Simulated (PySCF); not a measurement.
Working out the ionisation energy of Ir

Ir [Xe] 4f14 5d7 6s2 (4F) → Ir⁺ [Xe] 4f14 5d7 6s1 (5F). All numbers are calculated (PySCF 2.14, scalar relativity through the core potential, in aug-cc-pVDZ-PP with ECP60MDF). Frozen: 5s2 5p6. Energies in hartree (1 hartree = 27.21139 eV):

```tsv
part	Ir (lower)	Ir⁺ (upper)
UHF	-103.622435	-103.362342
MP2 opposite-spin	-0.131413	-0.080891
MP2 same-spin	-0.073433	-0.066537
```

Question: What does Hartree-Fock give?

Answer: (-103.362342) − (-103.622435) = 0.260093 hartree = 7.077 eV.

Question: What do MP2 and SCS-MP2 (6/5 opposite-spin, 1/3 same-spin) give?

Answer: The opposite-spin parts differ by 1.375 eV and the same-spin parts by 0.188 eV. MP2: 7.077 + (1.375) + (0.188) = 8.640 eV. SCS-MP2: 7.077 + 1.2 × (1.375) + (0.188)/3 = 8.790 eV.

Measured between the centres of the two terms (NIST): 8.926 eV, so MP2 (valence) is off by -0.286 eV.

A double-zeta basis recovers only part of the correlation energy.

What remains against the reference includes basis incompleteness, the frozen core and correlation beyond second order.
